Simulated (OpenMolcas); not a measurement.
**Ti3+: effect of the ligand basis**

Ti3+ with 6 ligands (bromide) in octahedral coordination (Oh) at 2.58 Å. A charge of +0.5 e stands 2.8 Å behind each ligand.

```json
{
  "Program": "OpenMolcas 26.06",
  "Method": "SS-CASPT2, IPEA 0.25 Eh, imaginary shift 0.1 Eh (closed shells correlated: 3s 3p and the ligand valence shells)",
  "Spin-orbit coupling": "state interaction with AMFI integrals over the reference wave functions"
}
```

Fixed: metal basis ANO-RCC-VTZP, active space 1 electron in 5 orbitals (3d), DKH2 Hamiltonian.

States (labels of O, the rotations of Oh). Energies in cm-1 above the lowest state or level, χT in cm3 K/mol; under a threefold ground state the first gap can be a small split of the lowest multiplet, not the spin-orbit step; 10Dq is the gap between the two states.

```tsv
Run	Ligand basis	Ground state	First state of that spin	10Dq	First gap with spin-orbit (degeneracies)	χT at 300 K	Cost
A	ANO-RCC-VDZP	2T2	2E 11170	11173	260 (4, 2)	0.428	roughly 40 core-seconds
B	ANO-RCC-VTZP	2T2	2E 10990	10993	260 (4, 2)	0.427	roughly 2.6 core-minutes
```

Against A, |10Dq| changes by -1.6 % in B.

Costs are those of the CASPT2 steps.

Roots that are degenerate in the reference are averaged as groups; the widest CASPT2 spread within a group is 290 cm-1 (the 3-fold group of multiplicity 2 near 0 cm-1 above the lowest state of its run, B). Shifts and gaps below about the spread of the groups concerned are not significant. Over all roots computed the reference weight is 0.68 to 0.69 in A, 0.65 in B; a low but even weight reflects the number of correlated electrons. An orbital triplet at a regular site is open to Jahn-Teller coupling, which can distort the site and quench the lowest spin-orbit gaps and is left out. Ligand-to-metal charge-transfer states are missing. With one d shell and no ligand orbital active, 10Dq can be off by a tenth or more. The least metal-like active orbital is 84 % on the metal (Löwdin) and no ligand orbital is active, so the numbers are rough (holds for B). No measured value stands beside these numbers; the geometry was imposed, not optimised, and the real ion may take another.
